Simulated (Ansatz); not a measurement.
Sn₃O₃⁻, relaxed as a doublet with UKS B3LYP-D4/def2-SVPD in Ansatz, starting from the GFN2-xTB geometry. Force threshold 0.02 eV/Å.

In the def2 sets Sn takes a core potential; there is no spin–orbit coupling. The highest occupied level of the charge -1 doublet lies above zero (up to 0.07 eV). It is a level of α spin, whose loss leaves a singlet; that state wasn't run at this geometry and level. The electron is either unbound and held by the finite basis, or the level is raised by self-interaction error. The relaxation made no stability test and no search for a lower SCF solution. Another isomer (doublet) lies 0.24 eV lower at PBE0-D4/def2-TZVPD; other spin states weren't run for this one.

Start:

```tsv
atom	x (Å)	y (Å)	z (Å)
Sn1	1.688	0.931	-0.310
Sn2	0.606	-1.848	0.165
Sn3	-1.957	0.722	-0.236
O4	-1.323	-1.161	-0.245
O5	1.232	-0.250	1.344
O6	-0.246	1.607	-0.718
```

```tsv
step	energy (eV)	largest force component (eV/Å)	SCF passes
1	-23642.7045	0.503	21
2	-23642.7738	0.488	29
3 (rejected)	-23642.6358	0.958	35
4	-23642.8013	0.075	26
5	-23642.8024	0.041	27
6 (rejected)	-23642.8017	0.152	25
7	-23642.8034	0.078	25
8	-23642.8042	0.041	27
9	-23642.8043	0.004	27
```

Force components are those of the run's own axes.

End:

```xyz
6

Sn    1.7209    1.0586   -0.2845
Sn    0.5488   -1.9517    0.2295
Sn   -1.9314    0.7055   -0.2727
O    -1.3430   -1.2202   -0.1994
O     1.2205   -0.2668    1.2208
O    -0.2158    1.6746   -0.6938
```

By distances, no bond broke or formed. The bond that changes most is Sn3–O6, from 1.99 to 2.01 Å (atoms count from 1).

No frequencies were taken in this run, so the end may be a saddle point.

Run time 66 s (4 threads of Intel Xeon Platinum 8259CL on a shared host), peak host memory 0.8 GiB.
